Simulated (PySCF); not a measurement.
## How methods differ on the excitation energy of Ru

Ru [Kr] 4d7 5s1 (5F) → Ru [Kr] 4d7 5p1 (high-spin determinant), as a difference of total energies. Calculation: PySCF 2.14, in def2-QZVPPD with the def2 core potential (28 electrons); a scalar-relativistic core potential. Correlated levels: valence: 4s2 4p6 frozen. The calculations carry no spin-orbit coupling.

```json
{"method": "UHF", "excitation energy (cm⁻¹)": "24118"}
{"method": "MP2 (valence)", "excitation energy (cm⁻¹)": "27955"}
{"method": "SCS-MP2 (valence)", "excitation energy (cm⁻¹)": "26894"}
{"method": "CCSD (valence)", "excitation energy (cm⁻¹)": "27139"}
{"method": "CCSD(T) (valence)", "excitation energy (cm⁻¹)": "27226"}
```

The determinant of the upper state mixes LS terms, which raises its energy above the lowest term, most at the Hartree-Fock and MP2 levels.
